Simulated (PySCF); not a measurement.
Compound: AsBH7P.
SMILES: `P[BH2-][AsH3+]`

A linear-response calculation (PySCF, def2-SVPD basis, gas phase, vertical, core orbitals frozen in the response) gave these numbers; the functional is withheld.

Orbital energies (eV): HOMO-3 -10.84, HOMO-2 -10.06, HOMO-1 -9.61, HOMO -7.72, LUMO 0.44, LUMO+1 0.92, LUMO+2 1.11.

```json
{"state": "S1", "E (eV)": "5.52", "f": "0.018", "main configurations (H = HOMO, L = LUMO)": "H→L+1 (52%), H→L (40%)"}
{"state": "S2", "E (eV)": "5.82", "f": "0.021", "main configurations (H = HOMO, L = LUMO)": "H→L (52%), H→L+1 (41%)"}
{"state": "S3", "E (eV)": "6.09", "f": "0.014", "main configurations (H = HOMO, L = LUMO)": "H→L+2 (49%), H→L+3 (34%)"}
{"state": "S4", "E (eV)": "6.29", "f": "0.0018", "main configurations (H = HOMO, L = LUMO)": "H→L+3 (50%), H→L+2 (46%)"}
{"state": "S5", "E (eV)": "6.64", "f": "0.029", "main configurations (H = HOMO, L = LUMO)": "H→L+4 (73%)"}
{"state": "S6", "E (eV)": "7.25", "f": "0.122", "main configurations (H = HOMO, L = LUMO)": "H-1→L (55%), H→L+5 (24%)"}
```

Triplets, Tamm–Dancoff:

```tsv
state	E (eV)	λ (nm)	main configurations (H = HOMO, L = LUMO)
T1	5.01	247.7	H→L+1 (49%), H→L (22%), H→L+5 (8%)
T2	5.39	229.9	H→L (31%), H→L+3 (20%), H→L+4 (15%)
T3	5.81	213.3	H→L (36%), H→L+3 (24%), H→L+1 (22%)
T4	6.07	204.2	H→L+4 (38%), H→L+3 (24%), H→L+1 (12%)
```

Vertical ionisation energy by ΔSCF with the same functional: 8.59 eV. Mean static polarisability: 79.4 au.

Question: Name the functional.
A. B3LYP
B. CAM-B3LYP
C. PBE
D. HF

Answer: B. CAM-B3LYP is range-separated, 19% exact exchange at short range and 65% at long range (ω = 0.33 bohr⁻¹). In this run −ε(HOMO) = 7.72 eV differs from the ΔSCF value by -0.86 eV, and S1 differs from the orbital gap of 8.16 eV by -2.65 eV. The ratio −ε(HOMO)/IP is 0.90. Small neutral molecules mostly give 0.85 to 0.93 with CAM-B3LYP, 0.5 to 0.7 with PBE, 0.67 to 0.83 with B3LYP; Hartree–Fock can't fall below 1, since the ion's relaxation only lowers the ΔSCF value. The other options: PBE, a GGA without exact exchange; HF, time-dependent Hartree–Fock, 100% exact exchange; B3LYP, a global hybrid with 20% exact exchange.

Level of theory: TDDFT CAM-B3LYP/def2-SVPD, vertical, gas phase, core orbitals frozen in the response in PySCF 2.14.0, density-fitted response routines. Geometry: PBE0-D3(BJ)/def2-SVP, one conformer, isolated molecule. Relativistic effects, spin–orbit coupling among them, are left out although an element past zinc is present.

The run took 23 s on one thread, Arm Neoverse V1, shared host.

Shape of the structure used: `[PH2:1][BH2-:2][AsH3+:3]`: H–P1–B2–As3 168°, H–P1–B2–As3 -97°.
